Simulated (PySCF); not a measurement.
A calculated (UHF, PySCF 2.14, x2c-SVPall, the spin-free X2C one-electron Hamiltonian (Gaussian nucleus)) atom or ion has these occupied shells.

| shell | electrons | orbital energy (eV) | rms radius, mean of both spins (bohr) |
| --- | --- | --- | --- |
| 1s α | 1 | -3270.6 | 0.0992 |
| 1s β | 1 | -3269.7 | 0.0992 |
| 2s α | 1 | -368.34 | 0.446 |
| 2s β | 1 | -367.51 | 0.446 |
| 2p α | 3 | -291.67 | 0.416 |
| 2p β | 3 | -290.17 | 0.416 |
| 3s α | 1 | -64.065 | 1.44 |
| 3s β | 1 | -56.216 | 1.44 |
| 3p α | 3 | -43.622 | 1.63 |
| 3p β | 1 | -40.395 | 1.63 |

(1) Name the element and its charge.

Results:

(1) Ar²⁺ (argon, charge +2), in [Ne] 3s2 3p4, high-spin 3P determinant.
